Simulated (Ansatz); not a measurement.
Mulliken charges of `C[CH2][Zn][F]` from ωB97M-V/def2-TZVPP in Ansatz (PBE0-D4/def2-TZVP geometry).

| atom | x (Å) | y (Å) | z (Å) | charge (e) |
| --- | --- | --- | --- | --- |
| C1 | -0.348 | 1.091 | -0.034 | -0.333 |
| C2 | -0.046 | -0.276 | 0.575 | -0.306 |
| Zn3 | 0.696 | -1.574 | -0.642 | 0.573 |
| F4 | 1.373 | -2.758 | -1.749 | -0.492 |
| H5 | -1.073 | 1.026 | -0.849 | 0.105 |
| H6 | -0.765 | 1.772 | 0.714 | 0.105 |
| H7 | 0.548 | 1.567 | -0.438 | 0.105 |
| H8 | 0.659 | -0.178 | 1.407 | 0.121 |
| H9 | -0.954 | -0.717 | 0.999 | 0.121 |

**Question.** By hand: the dipole of these point charges (1 e Å = 4.8032 D).

**Answer.** Σ q r = (-0.318, 0.526, 0.559) e Å, of length 0.831 e Å = 3.99 D.

**Question.** How does the dipole of the full density compare? (Estimate.)

**Answer.** The calculation gave: (-0.233, 0.408, 0.381) e Å, 2.91 D; the point charges give 1.37 times that, at 3° from its direction.

Point charges leave out the atoms' own dipoles, such as those of lone pairs, and Mulliken's split depends on the basis, so the two needn't agree.
